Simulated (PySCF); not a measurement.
Radial density of I²⁺ (iodine, charge +2)

UHF, [Kr] 4d10 5s2 5p2 6s1, high-spin 4P determinant (an excited configuration). Computed with PySCF 2.14 in aug-cc-pwCVDZ-PP with ECP28MDF, with a scalar-relativistic core potential. This is the valence pseudo-density: the core potential removes the inner electrons and smooths the orbitals near the nucleus.

```tsv
r (bohr)	4πr²ρ (e/bohr)	4πr²(ρα − ρβ)
0.00192	1.077e-05	0.0000
0.00323	3.008e-05	0.0000
0.00544	8.203e-05	0.0000
0.00915	0.0002100	0.0000
0.0154	0.0004625	0.0000
0.0259	0.0007939	0.0000
0.0435	0.001189	0.0000
0.0732	0.002323	0.0001
0.123	0.01614	0.0003
0.207	0.1953	0.0029
0.349	3.163	0.0555
0.586	22.80	0.3038
0.986	18.13	-0.0048
1.66	4.325	1.2219
2.79	1.095	0.7270
4.69	0.2834	0.2794
7.89	0.02235	0.0223
```

Energies and moments cover only the electrons outside the core potential. The outer electron is Rydberg-like, and this basis confines it to a smaller radius and binds it less than a complete one would.

Question: Where is the radial spin density 4πr²(ρα − ρβ) most negative, and why is it negative at all?

Answer: Around r = 0.986 bohr, down to -0.0048 e/bohr: exchange with the open shell polarises the paired shells in an unrestricted calculation.
